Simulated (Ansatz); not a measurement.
GaMe2H (C₂H₇Ga). Total charge 0; singlet. Geometry PBE-D4/def2-SVP, basis def2-TZVP, Ansatz.

```xyz
10

Ga   -0.601    0.254    0.424
C     1.250    0.817    0.867
H     1.671    1.411    0.028
H     1.906   -0.072    0.984
H     1.310    1.426    1.789
C    -0.900   -0.961   -1.116
H    -0.443   -1.952   -0.902
H    -0.394   -0.571   -2.024
H    -1.972   -1.117   -1.345
H    -1.829    0.767    1.295
```

```tsv
run	HOMO (eV)	LUMO (eV)
A	-7.83	-0.82
B	-9.88	0.66
C	-6.70	-1.50
D	-9.01	-0.13
E	-10.01	0.92
F	-10.53	1.78
```

Q: The runs used CAM-B3LYP, HF, r2SCAN, r2SCAN0, ωB97M-V, ωB97X-V. Estimate which is which.

A: A r2SCAN0 (25 % exact exchange); B ωB97M-V (range-separated); C r2SCAN (0 % exact exchange); D CAM-B3LYP (range-separated); E ωB97X-V (range-separated); F HF (100 % exact exchange). Exact exchange lowers occupied and raises empty levels; among semilocal functionals meta-GGAs tend to open the gap a little, and such runs are hard to tell apart. The gap grows from 5.19 eV (r2SCAN) to 12.31 eV (HF).
